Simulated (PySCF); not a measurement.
Input of a run (PBE0-D3(BJ)/def2-SVP geometry optimisation, gas phase (PySCF 2.14.0)), started from a GFN2-xTB structure with every atom displaced at random (by about 0.01 Å):
```
{"job": {"xc": "PBE0", "basis": "def2-SVP", "d3": "d3bj", "grid": 1, "shake": 0.01, "kind": "geom"}, "charge": 0, "multiplicity": 1}
N      1.768470     0.036490     0.426950
Si     0.071660    -0.266690     0.659020
C     -0.795770     1.446530     0.536820
F     -0.193910     2.307790     1.481290
C     -0.470460    -1.353500    -0.831280
F     -1.842030    -1.520280    -0.800610
H      2.163550     0.834570     0.925520
H      2.429780    -0.684620     0.345670
H     -0.349390    -0.913250     1.925780
H     -1.847430     1.403600     0.770010
H     -0.644080     1.931390    -0.414370
H     -0.225460    -0.902290    -1.783680
H     -0.059110    -2.336630    -0.794540
```

Output (energies in Eh, forces in Eh/bohr):
```
step   0  E = -623.54263406  max force = 0.028853
step   1  E = -623.54708644  max force = 0.010359
step   2  E = -623.54819565  max force = 0.002860
step   3  E = -623.54845552  max force = 0.001921
step   4  E = -623.54861925  max force = 0.001509
step   5  E = -623.54866663  max force = 0.001317
step   6  E = -623.54869800  max force = 0.000932
step   7  E = -623.54872401  max force = 0.001344
step   8  E = -623.54874437  max force = 0.001811
step   9  E = -623.54875813  max force = 0.001733
step  10  E = -623.54877371  max force = 0.000585
step  11  E = -623.54877857  max force = 0.000773
step  12  E = -623.54878053  max force = 0.000908
step  13  E = -623.54878532  max force = 0.000729
step  14  E = -623.54878996  max force = 0.000143
optimisation converged
```

Summarise the run.

The energy falls by 16.2 kJ/mol over 15 energy and gradient evaluations, the largest force component goes from 0.0289 to 1.4e-04 Eh/bohr, and the atoms move by 0.127 Å rms after alignment. The bond that changes most is C5–H13 (sp3 C–F carbon to methylene hydrogen), which lengthens by 0.039 Å. Bonds longer at the end by more than 0.005 Å: 6 of 12; shorter: 4. Among the angles that change most is N1–Si2–C5, from 105.7° to 110.0°. Among the dihedrals that turn most is H8–N1–Si2–C3, from -173° to 166°. The energy never rose by more than 1e-6 Eh on the way. The first step brought 72 % of the lowering.

What are the final bond lengths?

N1–Si2 1.732 Å, Si2–C3 1.894 Å, C3–F4 1.387 Å, Si2–C5 1.897 Å, C5–F6 1.385 Å, N1–H7 1.016 Å, N1–H8 1.014 Å, Si2–H9 1.498 Å, C3–H10 1.104 Å, C3–H11 1.105 Å, C5–H12 1.105 Å, C5–H13 1.105 Å. Numbering counts from 1 in the input's order; the species is `N[SiH](CF)CF`.

The run used 123 basis functions and 92 SCF cycles in all. Hardware: one thread of an Arm Neoverse N1, no GPU, shared host with 64 logical CPUs at a one-minute load of 35. Cost: 2.1 min, 0.52 GiB resident at most.

PBE0-D3(BJ)/def2-SVP frequencies: not computed here. The numbers are those of one conformer.
